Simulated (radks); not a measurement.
Results of a calculation; reference values are marked as such.
Problem. Species: Bi49+. Configuration: [Ar] 3d10 4s2 4p4 (the NIST ground configuration). Code: a radial shooting solver on a logarithmic mesh with Libxc functionals. Model: Dirac Kohn-Sham, exchange-only PBE, spin-unpolarised, spherical densities, finite nucleus; open shells fill j = l - 1/2 first; Fermi nuclear charge, rms radius 5.5211 fm.

Spin-orbit splittings of the eigenvalues, e(l+1/2) - e(l-1/2), with zeta = 2 splitting/(2l+1) and mean radii in bohr:

shell  occ.  splitting (eV)  zeta (eV)  <r> j=l-1/2  <r> j=l+1/2
2p        6            2325       1550      0.05382      0.06282
3p        6           539.6      359.7       0.1589       0.1743
3d       10           115.9      46.37       0.1509       0.1555
4p        4           179.6      119.7       0.3325       0.3547
4d        0               ?          ?       0.3407       0.3469

Estimate the 4d splitting.

Solution. 38.60 eV (zeta = 15.44 eV).
